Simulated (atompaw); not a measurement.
**What one change does to a pseudopotential (Er (Z = 68), PAW (atompaw))**

erbium (Er), PAW, made with atompaw 4.2.0.5 (LDA (PW92), scalar-relativistic). Core [Kr] 4d10, reference 4f12 5s2 5p6 5d0 6s1.75 6p0 (charge +0.25). Waves: 5s (bound): rc 2.10 bohr; 6s (bound): rc 2.45 bohr; 5p (bound): rc 1.55 bohr; 6p (bound, empty): rc 2.45 bohr; 5d (bound, empty): rc 2.45 bohr; 5d channel at 1.05 Ry: rc 2.45 bohr; 4f (bound): rc 0.70 bohr; 4f channel at 1.6 Ry: rc 0.70 bohr. Local part: troulliermartins scheme with l = 4 at 1 Ry, radius 2.15 bohr. Core correction: smooth core density matched at 2.00 bohr. Augmentation charge: sinc compensation charge, radius 2.05 bohr; PAW radius 2.45 bohr; waves and projectors: custom polynom vanderbiltortho.

Change: waves 5s (bound); 6s (bound); 5p (bound); 6p (bound); 5d (bound); 5d channel at 1.05 Ry; 4f (bound); 4f channel at 1.6 Ry; augmentation sinc compensation charge, radius 2.05 bohr; PAW radius 2.45 bohr; waves and projectors: bloechl.

Cutoffs: the cutoffs (Ry, on a coarse ladder) from which the occupation-weighted sum of valence levels, in a spherical-Bessel basis at the reference potential, stays within 10 and 1 mRy of its value at 400 Ry; they do not see the model core or the augmentation charge, which bear on the density cutoff.

Q: What does the change do?

A: The range in which the p phases agree widens (upper end 1.6 → at the end of the scan); the range in which the d phases agree narrows (upper end at the end of the scan → 2.2); neither file shows a bound ghost.

| quantity | base | changed |
| --- | --- | --- |
| cutoff, loose | over 300 Ry | 50 Ry |
| cutoff, tight | over 300 Ry | 60 Ry |
| loose cutoff by channel (10 mRy a level) | s 10 Ry, p 15 Ry, f 300 Ry | s 18 Ry, p 21 Ry, f 35 Ry |
| bound ghosts | none | none |
| s: phases at 2.46 bohr within 0.05 rad from the reference energy up to (Ry; the scan ends near 5) | 3.9 | 3.3 |
| p: phases at 2.46 bohr within 0.05 rad from the reference energy up to (Ry; the scan ends near 5) | 1.6 | to the end of the scan |
| d: phases at 2.46 bohr within 0.05 rad from the reference energy up to (Ry; the scan ends near 5) | to the end of the scan | 2.2 |
| f: phases at 2.46 bohr within 0.05 rad from the reference energy up to (Ry; the scan ends near 5) | to the end of the scan | to the end of the scan |
| lowest overlap eigenvalue by channel | s 0.67, p 0.63, d 0.93, f 0.99 | s 0.43, p 0.66, d 0.04, f 1.00 |

 The cutoffs see the waves, projectors and local potential, not the compensation charge or the core.
